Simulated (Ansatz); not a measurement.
The cluster AgSn2 (the lowest doublet isomer of a short search) was relaxed with PBE-D4 (def2-TZVP) in Ansatz in these states: neutral doublet, neutral quartet. The geometries follow in no particular order.

In the def2 sets Ag, Sn take a core potential; there is no spin–orbit coupling.

A:

Cartesian coordinates in Å:
```
Ag -0.278 1.518 0.407
Sn -1.132 -1.124 0.287
Sn 1.411 -0.394 -0.694
```

B:

```csv
atom,x (Å),y (Å),z (Å)
Ag1,-0.2543,0.2855,-1.4258
Sn2,1.2708,0.9162,0.7210
Sn3,-1.0165,-1.2018,0.7048
```

Problem. Judge from the bond lengths which geometry belongs to which state (an estimate).

Solution. A is the neutral doublet (Sn2–Sn3 2.821 Å, Ag1–Sn2 2.779 Å, Ag1–Sn3 2.779 Å); B is the neutral quartet (Sn2–Sn3 3.117 Å, Ag1–Sn2 2.708 Å, Ag1–Sn3 2.708 Å).

At PBE0-D4/def2-TZVP a doublet lies 0.91 eV below the neutral quartet. These are the stationary points nearest to one start from a short search; other shapes may lie lower in each state.
